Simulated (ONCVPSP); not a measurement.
Ni: variants of one ONCV potential

Base potential:

* Element: Ni (Z = 28)
* Generator: ONCVPSP 4.0.1
* Type: optimised norm-conserving Vanderbilt (ONCV)
* Functional: PBE
* Relativity: fully relativistic
* Frozen core: [Ne]
* Valence charge: 18
* Reference configuration: 3s2 3p6 3d8 4s1 (charge +1)
* Partial waves: 3s+4s: rc 1.45 bohr, ncon 3, nbas 7, qcut 6.5 1/bohr, 2 projectors; 3p: rc 1.05 bohr, ncon 4, nbas 8, qcut 11.3 1/bohr, 3 projectors, debl 1.2 Ha; 3d: rc 1.00 bohr, ncon 5, nbas 10, qcut 15.9 1/bohr, 2 projectors, debl 3.8 Ha
* Local potential: polynomial inside 0.80 bohr (lpopt 5, dvloc0 3 Ha)
* Core correction: Teter function, fcfact 3, rcfact 1.5

Open shells are filled in proportion to 2j + 1.

In the p channel the program set the typed energies aside and used -2.931, 0.250, 1.450 Ha (j = l + 1/2; the other j can differ).

Cutoffs, loose and tight: the cutoffs (Ha) at which the residual kinetic energy of the hardest occupied pseudo-wave falls to 1 and 0.1 mHa per electron. They do not see the model core or the augmentation charge, which bear on the density cutoff. Test errors are all-electron minus pseudo excitation energies from the reference, over the configurations 3s2 3p6 3d8 4s2; 3s2 3p6 3d8 4s0; 3s2 3p6 3d7 4s0; 3s2 3p6 3d8 4s1 4p1. A dash means not determined; rows that change the core or the reference have their own tests.

| change | outcome | cutoff, loose | cutoff, tight | bound ghosts | GHOST(+) flags above zero | largest test error (meV) |
| --- | --- | --- | --- | --- | --- | --- |
| base | generated, projector energies reset by the program | 101 Ha | 114 Ha | none | none | +1.1 |
| core correction Teter function, fcfact 3, rcfact 0.96 | generated, projector energies reset by the program | 101 Ha | 114 Ha | none | none | +1.1 |
| core correction Teter function, fcfact 3, rcfact 1.06 | generated, projector energies reset by the program | 101 Ha | 114 Ha | none | none | +1.1 |
| core correction Teter function, fcfact 3, rcfact 1.2 | generated, projector energies reset by the program | 101 Ha | 114 Ha | none | none | +1.1 |
| core correction Teter function, fcfact 3, rcfact 1.32 | generated, projector energies reset by the program | 101 Ha | 114 Ha | none | none | +1.1 |
| core correction Teter function, fcfact 3, rcfact 1.46 | generated, projector energies reset by the program | 101 Ha | 114 Ha | none | none | +1.1 |
| core correction Teter function, fcfact 3, rcfact 1.54 | generated, projector energies reset by the program | 101 Ha | 114 Ha | none | none | +1.1 |
| core correction Teter function, fcfact 3, rcfact 1.66 | generated, projector energies reset by the program | 101 Ha | 114 Ha | none | none | +1.0 |
| core correction Teter function, fcfact 3, rcfact 1.82 | generated, projector energies reset by the program | 101 Ha | 114 Ha | none | none | +1.0 |
| core correction Teter function, fcfact 3, rcfact 1.9 | generated, projector energies reset by the program | 101 Ha | 114 Ha | none | none | +1.0 |
| core correction Teter function, fcfact 3, rcfact 2.06 | generated, projector energies reset by the program | 101 Ha | 114 Ha | none | none | +0.9 |

Reading the sweep of the rcfact (base included, trends over the rows without a ghost): The loose cutoff stays near 101 Ha. The median size of the test errors (rows with all tests solved) stays near 0.3 meV.
